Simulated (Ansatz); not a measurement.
`N=C([SiH3])O[SiH3]` + `O[BH][AlH2]` → `[AlH2][BH]O[SiH3]` + `N=C(O)[SiH3]`  (ligand exchange at the Si–O bond)

Calculated with Ansatz (gas phase, PBE0-D4/def2-TZVP geometries, no zero-point term in ΔE). CCSD(T)/CBS is the MP2 limit (def2-TZVPP, def2-QZVPP) plus CCSD(T) − MP2 in def2-TZVPP, frozen cores. Each species was taken in one conformer, which may not be the lowest.

| level | ΔE (eV) |
| --- | --- |
| HF/def2-QZVPP | -0.08 |
| SCS-MP2/def2-QZVPP | 0.01 |

Question: What does CCSD(T)/CBS give? (Estimate.)

Answer: Computed: +0.02 eV. The listed levels differ from it by -0.10, -0.01 eV.

Largest T1 diagnostic among the species: 0.014.

In def2-TZVPP, CCSD(T) changes the Hartree–Fock value by +0.10 eV (the triples alone add +0.02 eV) and MP2 by +0.11 eV. The D4 term adds +0.04 eV with B3LYP and +0.02 eV with PBE0; it sums over pairs of atoms, weighted by their polarisabilities, and B3LYP, whose exchange is more repulsive, gets the larger term.

B3LYP here is the variant with VWN-RPA as its local correlation; programs differ in this.
